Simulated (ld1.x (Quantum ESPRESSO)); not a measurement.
Transferability test, ultrasoft potential for rhodium

| Quantity | Value |
| --- | --- |
| Element | rhodium (Rh) |
| Generator | ld1.x (Quantum ESPRESSO) 7.5 |
| Type | ultrasoft |
| Functional | PBEsol |
| Relativity | scalar-relativistic |
| Frozen core | [Kr] |
| Valence charge | 9 |
| Reference configuration | 4d8 5s1 5p0 |
| Partial waves | 5s (bound): rcut 2.46, rcutus 2.94 bohr; 5s channel at 0.3 Ry: rcut 2.46, rcutus 2.94 bohr; 5p (bound, empty): rcut 2.98, rcutus 3.28 bohr; 5p channel at 1.15 Ry: rcut 2.98, rcutus 3.28 bohr; 4d (bound): rcut 1.04, rcutus 1.28 bohr; 4d channel at 0.15 Ry: rcut 1.04, rcutus 1.28 bohr |
| Local potential | all-electron potential smoothed inside 2.04 bohr (lloc = -2) |
| Core correction | none |
| Augmentation charge | PSQ, inside the norm-conserving radii |

Energies are relative to the spin-unpolarised reference configuration 4d8 5s1 5p0; without spin polarisation the order of configurations can differ from experiment.

```json
{"valence configuration": "4d8 5s0 5p0", "charge": "+1", "ΔE all-electron (eV)": "7.462", "error AE − PS (meV)": "-0.3"}
{"valence configuration": "4d7 5s0 5p0", "charge": "+2", "ΔE all-electron (eV)": "26.971", "error AE − PS (meV)": "+6.6"}
{"valence configuration": "4d6 5s0 5p0", "charge": "+3", "ΔE all-electron (eV)": "59.464", "error AE − PS (meV)": "-105"}
{"valence configuration": "4d8 5s0.5 5p0", "charge": "+0.5", "ΔE all-electron (eV)": "2.928", "error AE − PS (meV)": "-0.8"}
{"valence configuration": "4d8 5s0 5p1", "charge": "0", "ΔE all-electron (eV)": "3.665", "error AE − PS (meV)": "+0.3"}
```

**Question.** What are ΔE and the potential's error for 4d7 5s1 5p0?

**Answer.** ΔE = 11.142 eV all-electron; the error (AE − PS) is -34 meV.

**Question.** What are ΔE and the potential's error for 4d7 5s2 5p0?

**Answer.** ΔE = 2.452 eV all-electron; the error (AE − PS) is -48 meV.

Levels in the configuration 4d7 5s0 5p0:

| level | all-electron (eV) | pseudo (eV) |
| --- | --- | --- |
| 4d | -25.736 | -25.767 |
